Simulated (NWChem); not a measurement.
Molecule: sulfuric acid (H₂SO₄); SMILES OS(O)(=O)=O

```xyz
7

O      0.8219     0.9514     0.8070
S     -0.1913    -0.0002    -0.0011
O     -0.8532     0.7882    -1.0038
O     -0.8621    -0.7892     0.9952
O      0.8306    -0.9507    -0.7993
H      1.0828     1.6826     0.2249
H      1.0866    -1.6817    -0.2147
```
Atoms are numbered in this order, from 1.

All runs: NWChem. Pople sets run with spherical d functions. All runs use the structure optimised with PBE0/def2-SVP. B3LYP is NWChem's, with the RPA form of VWN correlation. Atomic charges in e: unrestrained fits to the electrostatic potential beside Mulliken populations; buried atoms are poorly determined by the fit.

For level B3LYP/def2-SVP:

```yaml
Mulliken O1: -0.32
ESP S2: 1.36
Mulliken S2: 1.08
Mulliken O3: -0.42
Mulliken O4: -0.42
Mulliken O5: -0.32
```

**Question.** How do the values read with level Hartree-Fock/6-31G* instead?

**Answer.** 
- Mulliken O1 = -0.79
- ESP S2 = 1.47
- Mulliken S2 = 1.85
- Mulliken O3 = -0.65
- Mulliken O4 = -0.65
- Mulliken O5 = -0.79
